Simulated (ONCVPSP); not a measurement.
## Ranking ONCV potentials for nitrogen

All share these settings but for the change named:

```json
{
  "Element": "nitrogen",
  "Generator": "ONCVPSP 4.0.1",
  "Type": "optimised norm-conserving Vanderbilt (ONCV)",
  "Functional": "LDA (Perdew-Zunger)",
  "Relativity": "scalar-relativistic",
  "Frozen core": "[He]",
  "Valence charge": "5",
  "Reference configuration": "2s2 2p3",
  "Partial waves": "2s: rc 0.90 bohr, ncon 4, nbas 8, qcut 6.8 1/bohr, 2 projectors, debl 2.7 Ha; 2p: rc 2.15 bohr, ncon 4, nbas 7, qcut 5.7 1/bohr, 1 projector",
  "Local potential": "polynomial inside 0.65 bohr (lpopt 5, dvloc0 6 Ha)",
  "Core correction": "Teter function fitted to the true core (icmod 2), fcfact 0.2"
}
```

Cutoff: the first of the cutoffs (Ha) at which the residual kinetic energy of the hardest occupied pseudo-wave falls to 1 and 0.1 mHa per electron; the density cutoff is not measured.

The base gives 46 Ha.

Of 5 variants that were run, those that failed, showed a ghost or another fault, or gave nearly equal values are left out.

A variant can come out equal or close to the base.

(1) Rank these variants from softest to hardest (loose cutoff).
A. all radii but the core radius scaled by about 0.91 (s 0.82, p 1.96 bohr); local potential polynomial inside 0.60 bohr (lpopt 5, dvloc0 6 Ha)
B. all radii but the core radius scaled by about 1.29 (s 1.16, p 2.76 bohr); local potential polynomial inside 0.84 bohr (lpopt 5, dvloc0 6 Ha)
C. all radii but the core radius scaled by about 1.08 (s 0.98, p 2.32 bohr); local potential polynomial inside 0.70 bohr (lpopt 5, dvloc0 6 Ha)

Results:

(1) B (21 Ha), C (30 Ha), A (46 Ha).
